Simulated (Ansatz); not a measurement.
Reaction (cleavage of the Si–Si bond): `N[Si@H](Cl)[Si@@H](N)F` + `N[SiH](N)F` → `N[Si@H](F)N[Si@@H](N)Cl` + `N[SiH2]F`

Gas-phase electronic energies from Ansatz, PBE0-D4/def2-TZVP geometries. CCSD(T)/CBS is the MP2 limit (def2-TZVPP, def2-QZVPP) plus CCSD(T) − MP2 in def2-TZVPP, frozen cores. DFT in def2-TZVPP. B3LYP here is the variant with VWN-RPA as its local correlation; programs differ in this. Each species was taken in one conformer, which may not be the lowest.

`N[Si@H](Cl)[Si@@H](N)F`:

Z-matrix (Å, degrees):
```
Si
F 1 1.608
Si 1 2.338 2 108.2
N 1 1.700 2 115.0 3 117.1
H 1 1.483 2 105.6 3 -124.6
N 3 1.704 1 109.0 2 -161.1
Cl 3 2.094 1 103.7 2 76.7
H 3 1.481 1 117.5 2 -38.5
H 4 1.007 1 122.4 2 77.8
H 4 1.008 1 120.3 2 -74.6
H 6 1.008 3 120.1 1 -43.4
H 6 1.008 3 120.9 1 169.6
```

`N[SiH](N)F`:

```xyz
9

N     0.442   -1.369    0.088
Si    0.342    0.274   -0.335
N    -1.037    0.919    0.406
F     1.751    0.875    0.139
H     1.318   -1.861    0.053
H    -0.347   -1.984   -0.018
H     0.249    0.639   -1.768
H    -1.476    1.755    0.059
H    -1.244    0.752    1.377
```

`N[Si@H](F)N[Si@@H](N)Cl`:

```xyz
14

N     0.421   -0.112   -2.726
Si    0.723   -0.333   -1.066
F     1.242   -1.843   -0.946
N    -0.745   -0.068   -0.225
Si   -0.978    0.458    1.385
N     0.234   -0.226    2.353
Cl   -0.773    2.496    1.645
H     1.030   -0.532   -3.409
H     0.029    0.752   -3.064
H     1.776    0.486   -0.430
H    -1.585   -0.270   -0.750
H    -2.392    0.176    1.725
H     0.569    0.223    3.188
H     0.448   -1.208    2.319
```

`N[SiH2]F`:

```xyz
7

N     0.428    0.870    0.396
Si   -0.284   -0.574   -0.133
F    -0.348   -0.745   -1.727
H     1.426    1.003    0.396
H    -0.066    1.747    0.376
H    -1.689   -0.597    0.332
H     0.533   -1.704    0.361
```

CCSD(T)/CBS gives -0.90 eV.

Problem. Another level gave -0.63 eV. Which?
A. PBE0-D4/def2-TZVPP
B. B2PLYP/def2-TZVPP
C. PBE/def2-TZVPP
D. B3LYP-D4/def2-TZVPP

Solution. C. PBE -0.63, B3LYP-D4 -0.84, B2PLYP -0.90, PBE0-D4 -0.74 eV.

Largest T1 diagnostic among the species: 0.011.

From PBE to PBE0 (25 % exact exchange), in def2-TZVPP and without D4, ΔE moves by −0.10 eV. In def2-TZVPP, CCSD(T) changes the Hartree–Fock value by +0.13 eV (the triples alone add +0.02 eV) and MP2 by +0.07 eV.
